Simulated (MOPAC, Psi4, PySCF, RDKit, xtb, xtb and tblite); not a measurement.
Two geometries of C2H6O2SSi, SMILES O=C([SiH2]CS)O, relaxed at GFN2-xTB with one dihedral held; other torsions can differ between them too.

Structure A

```
12

O     -0.1117     3.2800     1.7979
C      0.1019     2.1206     1.5762
O      0.2702     1.2373     2.5964
Si    -0.1590     1.3185    -0.1573
C      1.4516     0.3729    -0.5963
S      2.0082    -0.7284     0.7615
H      1.0473     0.6715     2.4505
H     -0.4254     2.3404    -1.1598
H     -1.2206     0.3209     0.0093
H      2.2892     1.0514    -0.7500
H      1.3531    -0.2376    -1.4913
H      0.9188    -1.4956     0.7977
```

Structure B

```
12

O     -0.5545     3.0780     1.8667
C     -0.0863     1.9973     1.6179
O      0.4301     1.2393     2.5957
Si    -0.2113     1.2870    -0.1732
C      1.3817     0.2843    -0.5400
S      1.6725    -1.0231     0.7158
H      0.9141     0.4610     2.2578
H     -0.3459     2.3843    -1.1199
H     -1.3290     0.3358    -0.1908
H      2.2769     0.9024    -0.4952
H      1.3631    -0.1974    -1.5151
H      0.5160    -1.6651     0.5470
```

Task: Which is lower in energy at the level DF-MP2 (frozen core)/cc-pVTZ // GFN2-xTB (Psi4), and by how much?

Result: B is lower, by 5.99 kcal/mol (dihedral Si4–C2–O3–H7: 60° in A, 15° in B).

E(B) − E(A) in kcal/mol at the other levels, on the same two geometries: GFN2-xTB (xtb and tblite) -4.49; MMFF94 // GFN2-xTB (RDKit) -7.28; PBE0/def2-TZVP // GFN2-xTB (Psi4) -6.38; PBE0-D3(BJ)/def2-TZVP // GFN2-xTB (Psi4) -6.38; PBE/def2-TZVP // GFN2-xTB (Psi4) -6.67; PBE-D3(BJ)/def2-TZVP // GFN2-xTB (Psi4) -6.68; HF/cc-pVTZ // GFN2-xTB (Psi4) -4.99; UFF // GFN2-xTB (RDKit) -1.45; PM7, restricted, heats of formation // GFN2-xTB (MOPAC) -0.45; PM3, restricted, heats of formation // GFN2-xTB (MOPAC) -3.52; GFN1-xTB // GFN2-xTB (xtb) -4.42; restricted B3LYP/6-31G*, spherical d, density fitting // GFN2-xTB (PySCF) -5.74; restricted M06-2X/6-31G*, spherical d, density fitting // GFN2-xTB (PySCF) -5.13.
